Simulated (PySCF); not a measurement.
Compound: C6H5N2 (doublet state).
Atom-mapped SMILES: `[CH:1]#[C:2][c:3]1[cH:4][n:5][n:6]([CH2:7])[cH:8]1` (hydrogens: H9 on C1; H10 on C4; H11, H12 on C7; H13 on C8)

Structure used (GFN2-xTB), in Å, numbered top down from 1:
```
atom  x, y, z in Å
C1    -3.3949   -0.1654   -0.2803
C2    -2.2057   -0.1572   -0.1081
C3    -0.8232   -0.1630    0.1158
C4    -0.1332   -0.7990    1.1846
N5     1.1618   -0.6064    1.0944
N6     1.3604    0.1445   -0.0079
C7     2.5839    0.5164   -0.3795
C8     0.1775    0.4336   -0.6283
H9    -4.4319   -0.1685   -0.4356
H10   -0.5515   -1.3726    1.9870
H11    3.4123    0.2030    0.2216
H12    2.7081    1.1135   -1.2601
H13    0.1320    1.0217   -1.5213
```

The hyperfine couplings belong to this conformer and change with its torsions.

Computed, not measured: UKS B3LYP, pcH-1 on C H N, non-relativistic, mean-field spin-orbit, GIAO (PySCF 2.14.0). Geometry: GFN2-xTB, one conformer, isolated molecule. A GFN2-xTB geometry isn't a minimum of the functional, and hyperfine couplings can be far from their values at a DFT geometry. Stability of the SCF solution: not tested.

(1) Break the g tensor into its mass correction, gauge correction and orbital-Zeeman/spin–orbit terms.

(2) What are the electron Larmor frequencies g μB B/h along the three axes at 3350 mT?

(3) How much does each term add to the isotropic shift?

(4) In a frozen sample, at which fields do the three g values resonate at 9.5, 34, 94 and 263 GHz (hyperfine left aside), and which band first spreads them over more than twice a line width of 0.5 mT?

## Answers

(1) 
```csv
Δg (ppm),1,2,3
relativistic mass correction,-151,-151,-151
gauge correction,0,42,27
orbital Zeeman/spin–orbit,-5,256,848
total,-156,148,725
```

So g = 2.00216, 2.00247, 2.00304 and g_iso = 2.00256; the tensor is rhombic: the two nearest values differ by 35 % of g3 − g1. Axes: g1 is normal to the molecular plane, g2 points within 6° of the N6–C7 bond and g3 points within 13° of the C3–C4 bond.

(2) 93.8763, 93.8905, 93.9176 GHz for g1, g2 and g3, a range of 41.3 MHz.

(3) The orbital-Zeeman/spin–orbit term 366, the mass correction -151 and the gauge correction 23 ppm, for a total of 239 ppm. The orbital-Zeeman/spin–orbit term is the largest in size. The mass correction is the same along every axis, so the anisotropy comes from the other two: their spans along these axes are 42 (gauge) and 853 ppm (orbital Zeeman/spin–orbit).

(4) 
```
band    GHz  B(g3) mT  B(g2) mT  B(g1) mT  spread mT
   X    9.5    338.86    338.96    339.01       0.15
   Q   34.0   1212.77   1213.11   1213.30       0.53
   W   94.0   3352.94   3353.91   3354.42       1.47
   J  263.0   9381.10   9383.80   9385.22       4.13
```

The spread grows in proportion to the frequency. W band is the first where it exceeds 1.0 mT.

The Mulliken spin populations are largest on C7 (+0.85), C4 (+0.10) and C8 (+0.09). C7 is the only atom above +0.15. The angles at C7 add up to 360.0°, so it is planar; its axial dipolar tensor and the negative couplings of its protons fit spin in a p orbital normal to that plane.

The HOMO–LUMO gaps are 4.82 eV among the α and 4.25 eV among the β orbitals.
